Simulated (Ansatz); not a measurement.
Re2Te3, relaxed as a singlet with RKS PBE-D4/def2-SVP in Ansatz, starting from the GFN1-xTB geometry. Force threshold 0.02 eV/Å.

In the def2 sets Re, Te take a core potential; there is no spin–orbit coupling. The relaxation made no stability test and no search for a lower SCF solution. No other spin state of charge 0 was run. The structure comes from a short search, and lower isomers may exist.

Start:

```xyz
5

Re   -0.047   -0.260    0.991
Re    0.498    0.112   -1.278
Te    2.118   -1.512    1.105
Te   -0.577    1.250   -3.191
Te   -1.992    0.410    2.372
```

Question: Estimate the energy that the relaxation releases and the steps that it takes.

Answer: 45.8 kcal/mol, in 17 steps; 47 s on 4 threads of Arm Neoverse V1 on a shared host. No frequencies were taken in this run, so the end may be a saddle point.

Question: Does the start keep its bonding and symmetry?

Answer: Bonds formed: Te4–Te5 (atoms count from 1). The end is the same structure that another start reached, the lowest one found. Point group Cs at the start, Cs at the end, both within 0.05 Å.

Question: Predict the relaxed structure.

Answer: 
```xyz
5

Re    0.327    0.095    1.280
Re    1.023    0.330   -0.772
Te    1.929   -1.847    0.443
Te   -1.131    0.881   -1.973
Te   -2.147    0.542    1.022
```
Bond lengths (bridged metal pairs left out): 4 × Re–Te 2.53 to 2.65 Å; 1 × Te–Te 3.18 Å.
